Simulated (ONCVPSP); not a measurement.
# Before and after: ONCV potential for nickel (Ni)

* Element: nickel (Ni)
* Generator: ONCVPSP 4.0.1
* Type: optimised norm-conserving Vanderbilt (ONCV)
* Functional: LDA (Perdew-Wang 92)
* Relativity: scalar-relativistic
* Frozen core: [Ne]
* Valence charge: 18
* Reference configuration: 3s2 3p6 3d8 (charge +2)
* Partial waves: 3s: rc 1.20 bohr, ncon 4, nbas 8, qcut 8.5 1/bohr, 1 projector; 3p: rc 1.00 bohr, ncon 3, nbas 6, qcut 14.7 1/bohr, 2 projectors, debl 1.2 Ha; 3d: rc 1.30 bohr, ncon 5, nbas 9, qcut 11.1 1/bohr, 2 projectors, debl 0.3 Ha
* Local potential: polynomial inside 0.80 bohr (lpopt 5, dvloc0 0 Ha)
* Core correction: none

In the p channel the program set the typed energies aside and used -3.346, 0.250 Ha. In the d channel the program set the typed energies aside and used -1.055, 0.250 Ha.

All-electron outer shells of the reference configuration (LDA (PZ), scalar-relativistic, ld1.x):

| shell | level (eV) | outermost node (bohr) | outermost maximum (bohr) |
| --- | --- | --- | --- |
| 3s | -130.27 | 0.30 | 0.64 |
| 3p | -91.05 | 0.27 | 0.65 |
| 3d | -28.71 | – | 0.63 |

Change: reference 3s2 3p6 3d8 4s2; wave 3s: rc 1.20 bohr, ncon 4, nbas 8, qcut 8.5 1/bohr, 1 projector becomes 3s+4s: rc 1.20 bohr, ncon 4, nbas 8, qcut 8.5 1/bohr, 2 projectors. In the p channel the program set the typed energies aside and used -2.619, 0.250 Ha. In the d channel the program set the typed energies aside and used -0.336, 0.250 Ha.

Cutoffs: the cutoffs (Ha) at which the residual kinetic energy of the hardest occupied pseudo-wave falls to 1 and 0.1 mHa per electron; they do not see the model core or the augmentation charge, which bear on the density cutoff. Errors are all-electron minus pseudo energies relative to the spin-unpolarised reference configuration.

**Question.** What does the change do?

**Answer.** The potential gets neither clearly harder nor softer (57 Ha and 110 Ha → 57 Ha and 109 Ha); the range in which the s phases agree widens (upper end -1.6 → at the end of the scan); neither file shows a bound ghost.

| quantity | base | changed |
| --- | --- | --- |
| cutoff, loose | 57 Ha | 57 Ha |
| cutoff, tight | 110 Ha | 109 Ha |
| loose cutoff by channel | s 28 Ha, p 40 Ha, d 57 Ha | s 28 Ha, p 40 Ha, d 57 Ha |
| bound ghosts | none | none |
| GHOST(+) flags under 300 eV | none | none |
| largest error over its own tests, meV | +1350 | +8.3 |
| s: phases at 1.22 bohr within 0.05 rad from the reference energy up to (Ha; the scan ends near 5) | -1.6 | to the end of the scan |
| p: phases at 1.01 bohr within 0.05 rad from the reference energy up to (Ha; the scan ends near 5) | to the end of the scan | to the end of the scan |
| d: phases at 1.32 bohr within 0.05 rad from the reference energy up to (Ha; the scan ends near 5) | to the end of the scan | to the end of the scan |
